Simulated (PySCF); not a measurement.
Species: o-phenylenediamine, C6H8N2.
Geometry (GFN2-xTB, Å), atoms numbered from 1 in this order:
```xyz
16
C6H8N2 angstrom
N     -1.5550    1.3604    0.7561
C     -0.4125    0.6600    0.3558
C      0.8513    1.2224    0.4567
C      1.9732    0.5394    0.0171
C      1.8403   -0.7260   -0.5213
C      0.5823   -1.2916   -0.6468
C     -0.5520   -0.6114   -0.2293
N     -1.8214   -1.1929   -0.3127
H     -2.2575    0.7745    1.1850
H     -1.3439    2.1689    1.3238
H      0.9526    2.2071    0.8925
H      2.9475    0.9955    0.1074
H      2.7095   -1.2728   -0.8555
H      0.4718   -2.2761   -1.0807
H     -2.5507   -0.5370   -0.5550
H     -1.8430   -2.0115   -0.9044
```

NICS = −σ at a ghost point: NICS(0) at the centroid of the ring atoms, NICS(1) 1 Å to either side along the normal of their mean plane, zz for the tensor component along that normal. Level: GIAO PBE0/pcSseg-1 (PySCF, non-relativistic, gas phase) on the GFN2-xTB geometry, one conformer.

Ring bond lengths (Å), with Mayer bond orders in brackets: C2–C3 1.387 (1.40), C3–C4 1.385 (1.44), C4–C5 1.382 (1.45), C5–C6 1.385 (1.44), C6–C7 1.387 (1.40), C7–C2 1.406 (1.28).

Q: Give the NICS values of each ring in ppm.

A: 
```csv
ring,type,NICS(0),"NICS(1), two faces","NICS(1)zz, two faces",rms pucker (Å),"centre to ring atoms, mean (Å)"
C2–C3–C4–C5–C6–C7,6-membered carbocycle; formal bonds all aromatic,-9.4,-10.5 / -10.5,-25.3 / -25.3,0.01,1.39
```

Q: What do they say, and how far can they be read as aromaticity?

A: 
- C2–C3–C4–C5–C6–C7: mean NICS(1)zz -25.3 ppm, shielded. For a flat ring without four-coordinate atoms the NICS criterion counts such a value as aromatic.

Q: What does the geometric index give? HOMA = 1 − mean of α(R − Ropt)² over the ring bonds, with Krygowski's 1993 parameters (CC: Ropt 1.388 Å, α 257.7 Å⁻²).

A: 
- C2–C3–C4–C5–C6–C7: HOMA 0.98 = 1 − EN − GEO, with mean bond length 1.389 Å, EN = α(Ropt − mean)² = 0.000 and GEO = α × variance = 0.017. The geometric and the magnetic index point the same way.

Q: What are the shieldings of the ring atoms and their hydrogens in the same run (means over atoms taken as equivalent)?

A: 
```
   atoms                       environment  σ isotropic (ppm)  principal values of the symmetric part, first atom (ppm)
 C2 (×2)  aromatic carbon bearing nitrogen               48.0                                        -29.9, 22.3, 151.5
 C3 (×2)                aromatic CH carbon               67.4                                        -22.7, 64.3, 160.6
 C4 (×2)                aromatic CH carbon               62.4                                        -42.4, 54.0, 175.8
H11 (×2)                 aromatic hydrogen              24.88                                          21.1, 24.9, 28.7
H12 (×2)                 aromatic hydrogen              24.78                                          21.4, 26.1, 26.9
```
